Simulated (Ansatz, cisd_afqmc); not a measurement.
System: AlH₂, charge 1, singlet. AlH2+ (SMILES [AlH2+]).
B3LYP-D3(BJ)/def2-TZVP minimum from Ansatz (a program for electronic structure):
```
Al
H 1 1.5491
H 1 1.5491 2 180.00
```
Charge +1, spin multiplicity 1.

Total energies in cc-pV(D+d)Z, 4 correlated electrons, 5 frozen orbitals. Radicals and triplets start from unrestricted determinants; spin-orbit coupling is neglected. Correlated methods leave the cores frozen. No relativity. AFQMC/CISD: phaseless, guided by CISD from CCSD amplitudes; bars are statistical, one sigma. Outlying blocks are dropped, and bars are widened where a walk drifts. Over all cases where full CI ran beside it in this data, AFQMC minus full CI had a median of +0.1 mEh and passed +0.4 mEh in a tenth of the cases. The spin of H2Al+ ([AlH2+], singlet) was assumed, and the state is the lowest solution found for it.

```
method         program         energy (Eh)  error against FCI (mEh)
----------  ----------  ------------------  -----------------------
HF              Ansatz          -242.78177                    68.77
MP2             Ansatz          -242.83224                    18.30
CCSD            Ansatz          -242.84968                     0.85
CCSD(T)         Ansatz          -242.85028                     0.26
CCSDT(Q)        Ansatz          -242.85053                     0.01
CCSDTQ          Ansatz          -242.85054                     0.00
AFQMC/CISD  cisd_afqmc  -242.8505 ± 0.0001                0.0 ± 0.1
FCI             Ansatz          -242.85054                     0.00
```
